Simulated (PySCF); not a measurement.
Job for PySCF: R-BP86/LANL2DZ on FGaH2 (SMILES [F][GaH2]), a point of a bond scan (R = 3.112 Å).

```python
from pyscf import gto, scf, dft, mp
from pyscf.data.elements import chemcore

mol = gto.M(
    atom='''
    Ga   -0.15314797   -0.29827289    0.09911006
    H     1.40068713   -1.81739463    2.32731806
    H    -1.47626948   -0.60250567   -0.66151679
    F     0.62223187    1.21186655   -0.40267879
    ''',
    basis='lanl2dz',
    ecp={'Ga': 'lanl2dz'},
    charge=0, spin=0, verbose=3, max_memory=1800)
mf = dft.RKS(mol, xc='b88,p86')
mf.conv_tol = 1e-8
mf.max_cycle = 100
mf.kernel()
if not mf.converged:
    mf = mf.newton().run(mf.mo_coeff, mf.mo_occ)
```

Output:

```
converged SCF energy = -103.035069821694
```

The run converged.

Cost: roughly 2.5 core-seconds.
